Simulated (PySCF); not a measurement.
**BP86 on Ta⁺ (tantalum, charge +1)**

Configuration: [Xe] 4f14 5d3 6s1, high-spin 5F determinant. Computed with PySCF 2.14 in def2-TZVP with the def2 core potential (60 electrons) (6s4p3d1f, 40 functions), with scalar relativity through the core potential.

| Item | Value |
| --- | --- |
| Total energy | -56.6557 hartree |
| One-electron energy | -91.2817 hartree |
| Hartree (Coulomb) energy | 41.1889 hartree |
| Exchange-correlation energy | -6.5629 hartree |
| ⟨S²⟩ | 6.0007 |
| ⟨L²⟩ | 12.002 |
| Sum of ⟨r⟩ | 19.68 bohr |
| Sum of ⟨r²⟩ | 40.96 bohr² |
| Time after the integrals | 0.61 s of wall time on 1 thread of Neoverse-N1 (shared host) |

```csv
shell,electrons,mean orbital energy (eV),"rms radius, mean of both spins (bohr)"
5s α,1,-78.825,1.19
5s β,1,-77.530,1.19
5p α,3,-45.811,1.41
5p β,3,-44.120,1.41
6s α,1,-12.296,3.23
5d α,3,-11.599,2.30
```

Energies and moments cover only the electrons outside the core potential. Spin-orbit coupling, absent here, splits the open shell strongly.
